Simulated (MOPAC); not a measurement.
MOPAC input (AM1):

```
AM1 PRECISE GNORM=0.05 LET XYZ GEO-OK AUX(PRECISION=9) THREADS=1
H3BS3

S     1.36780200 1   -1.15278600 1   -0.21973100 1
B    -0.00608300 1    0.01046600 1   -0.00319400 1
S    -1.24050100 1   -0.32904200 1    1.27303500 1
S     0.00742100 1    1.43148500 1   -1.12431800 1
H     1.01360300 1   -2.01747700 1    0.74584000 1
H    -2.03097500 1    0.74026900 1    1.08513000 1
H    -1.10777100 1    2.03036200 1   -0.67878000 1
```

Output:

```
 *******************************************************************************
 **                                                                           **
 **                              MOPAC v23.2.5                                **
 **                                                                           **
 *******************************************************************************
 ** MOPAC's Digital Object Identifier: https://doi.org/10.5281/zenodo.6511958 **
 **                                                                           **
 ** Please cite the open-source release paper for use of this MOPAC version:  **
 ** J. E. Moussa and J. J. P. Stewart (2026)                                  **
 ** MOPAC: An open-source semiempirical molecular orbital program             **
 ** J. Open Source Softw., 11(119), 8025, https://doi.org/10.21105/joss.08025 **
 *******************************************************************************

                              AM1 CALCULATION RESULTS

 *******************************************************************************
 *  AM1        - The AM1 Hamiltonian to be used
 *  GEO-OK     - OVERRIDE INTERATOMIC DISTANCE AND OTHER SAFETY CHECKS
 *  LET        - OVERRIDE SOME SAFETY CHECKS
 *  PRECISE    - TIGHTER CRITERIA TO BE USED
 *  XYZ        - CARTESIAN COORDINATE SYSTEM TO BE USED
 *  GNORM      - EXIT WHEN GRADIENT NORM DROPS BELOW 0.050
 *  AUX        - OUTPUT AUXILIARY INFORMATION
 *******************************************************************************
AM1 PRECISE GNORM=0.05 LET XYZ GEO-OK AUX(PRECISION=9) THREADS=1
 H3BS3

   ATOM   CHEMICAL          X               Y               Z
  NUMBER   SYMBOL      (ANGSTROMS)     (ANGSTROMS)     (ANGSTROMS)

     1       S          1.36780200  *  -1.15278600  *  -0.21973100  *
     2       B         -0.00608300  *   0.01046600  *  -0.00319400  *
     3       S         -1.24050100  *  -0.32904200  *   1.27303500  *
     4       S          0.00742100  *   1.43148500  *  -1.12431800  *
     5       H          1.01360300  *  -2.01747700  *   0.74584000  *
     6       H         -2.03097500  *   0.74026900  *   1.08513000  *
     7       H         -1.10777100  *   2.03036200  *  -0.67878000  *

          CARTESIAN COORDINATES

    NO.       ATOM           X           Y           Z

     1         S          1.3678     -1.1528     -0.2197
     2         B         -0.0061      0.0105     -0.0032
     3         S         -1.2405     -0.3290      1.2730
     4         S          0.0074      1.4315     -1.1243
     5         H          1.0136     -2.0175      0.7458
     6         H         -2.0310      0.7403      1.0851
     7         H         -1.1078      2.0304     -0.6788

  H: (AM1): M.J.S. DEWAR ET AL, J. AM. CHEM. SOC. 107 3902-3909 (1985)
  B: (AM1): M.J.S. DEWAR ET AL, ORGANOMETALLICS, 7, 513-521 (1988)
  S: (AM1): M.J.S. DEWAR, Y-C YUAN, INORGANIC CHEMISTRY, 29, 3881:3890,  (1990)

           Empirical Formula: H3 S3 B  =     7 atoms

      MOLECULAR POINT GROUP   :   Cs

      RHF CALCULATION, NO. OF DOUBLY OCCUPIED LEVELS = 12

          Geometry optimization using EF

          DIAGONAL MATRIX USED AS START HESSIAN

 CYCLE:     1  GRAD.:    82.916 HEAT: -36.35748
 CYCLE:     2  GRAD.:    62.626 HEAT: -40.12843
 CYCLE:     3  GRAD.:    84.839 HEAT: -39.76611
 CYCLE:     4  GRAD.:    76.448 HEAT: -38.57303
 CYCLE:     5  GRAD.:    61.607 HEAT: -41.09792
 CYCLE:     6  GRAD.:   139.051 HEAT: -32.98393
 CYCLE:     7  GRAD.:    11.917 HEAT: -42.68171
 CYCLE:     8  GRAD.:    12.772 HEAT: -42.66402
 CYCLE:     9  GRAD.:     4.870 HEAT: -42.77660
 CYCLE:    10  GRAD.:     4.787 HEAT: -42.78376
 CYCLE:    11  GRAD.:     1.726 HEAT: -42.80568
 CYCLE:    12  GRAD.:     1.875 HEAT: -42.81865
 CYCLE:    13  GRAD.:     4.018 HEAT: -42.83103
 CYCLE:    14  GRAD.:     1.319 HEAT: -42.84179
 CYCLE:    15  GRAD.:     0.265 HEAT: -42.84309
 CYCLE:    16  GRAD.:     0.059 HEAT: -42.84315
 CYCLE:    17  GRAD.:     0.045 HEAT: -42.84316

     GRADIENT =  0.04533 IS LESS THAN CUTOFF =  0.05000

 -------------------------------------------------------------------------------
 AM1 PRECISE GNORM=0.05 LET XYZ GEO-OK AUX(PRECISION=9) THREADS=1
 H3BS3

     GEOMETRY OPTIMISED USING EIGENVECTOR FOLLOWING (EF).
     SCF FIELD WAS ACHIEVED

                              AM1 CALCULATION
                                                       MOPAC v23.2.5 Linux

          FINAL HEAT OF FORMATION =        -42.84316 KCAL/MOL =    -179.25578 KJ/MOL

          COSMO AREA              =        127.22 SQUARE ANGSTROMS
          COSMO VOLUME            =        118.89 CUBIC ANGSTROMS

          GRADIENT NORM           =          0.04533          =       0.01713 PER ATOM
          IONIZATION POTENTIAL    =          9.343333 EV
          HOMO LUMO ENERGIES (EV) =         -9.343 -0.484
          NO. OF FILLED LEVELS    =         12
          MOLECULAR WEIGHT        =        110.0137         POINT GROUP:  Cs

          MOLECULAR DIMENSIONS (Angstroms)

            Atom       Atom       Distance
            H     7    H     5     4.66738
            H     6    S     1     3.10036
            S     4    S     3     0.00000

          SCF CALCULATIONS        =         18

   ATOM   CHEMICAL          X               Y               Z
  NUMBER   SYMBOL      (ANGSTROMS)     (ANGSTROMS)     (ANGSTROMS)

     1       S          1.28077055  *  -1.08262748  *  -0.20325647  *
     2       B         -0.02389802  *   0.03557919  *  -0.00822082  *
     3       S         -1.17193294  *  -0.34740494  *   1.23122090  *
     4       S          0.03527968  *   1.36962490  *  -1.09881131  *
     5       H          0.94607753  *  -1.94604918  *   0.74534703  *
     6       H         -2.01727082  *   0.66044080  *   1.13626629  *
     7       H         -1.04859517  *   2.01328117  *  -0.71390329  *

                             CARTESIAN COORDINATES

   1    S        1.280770553    -1.082627481    -0.203256472
   2    B       -0.023898020     0.035579187    -0.008220821
   3    S       -1.171932943    -0.347404940     1.231220901
   4    S        0.035279677     1.369624899    -1.098811310
   5    H        0.946077534    -1.946049183     0.745347028
   6    H       -2.017270820     0.660440801     1.136266290
   7    H       -1.048595173     2.013281168    -0.713903292

           Empirical Formula: H3 S3 B  =     7 atoms

      MOLECULAR POINT GROUP   :   Cs

                  EIGENVALUES
 -26.19350 -20.41641 -19.16042 -17.90218 -16.04566 -13.66393 -13.26779 -12.56780
 -11.72671 -11.20810  -9.65872  -9.34333  -0.48411   0.10241   0.29962   0.58611
   1.39225   1.67016   2.20011

              NET ATOMIC CHARGES AND DIPOLE CONTRIBUTIONS

  ATOM NO.   TYPE          CHARGE      No. of ELECS.   s-Pop       p-Pop
    1          S           0.123991        5.8760     1.85935     4.01666
    2          B          -0.405107        3.4051     1.20787     2.19723
    3          S           0.059747        5.9403     1.86160     4.07866
    4          S           0.141091        5.8589     1.85935     3.99956
    5          H           0.040858        0.9591     0.95914
    6          H           0.027742        0.9723     0.97226
    7          H           0.011679        0.9883     0.98832
 DIPOLE           X         Y         Z       TOTAL
 POINT-CHG.     0.355    -0.066    -0.239     0.433
 HYBRID        -2.158     0.818     1.129     2.569
 SUM           -1.803     0.751     0.890     2.146

          ATOMIC ORBITAL ELECTRON POPULATIONS

     Atom    s        px        py        pz
    1  S   1.85935   1.33344   1.25768   1.42554
    2  B   1.20787   0.74119   0.76546   0.69058
    3  S   1.86160   1.28707   1.33544   1.45614
    4  S   1.85935   1.30555   1.25303   1.44098
    5  H   0.95914
    6  H   0.97226
    7  H   0.98832

 **********************
 *                    *
 * JOB ENDED NORMALLY *
 *                    *
 **********************

 == MOPAC DONE ==
```

The geometry given is a B3LYP-D3(BJ)/def2-TZVP minimum.
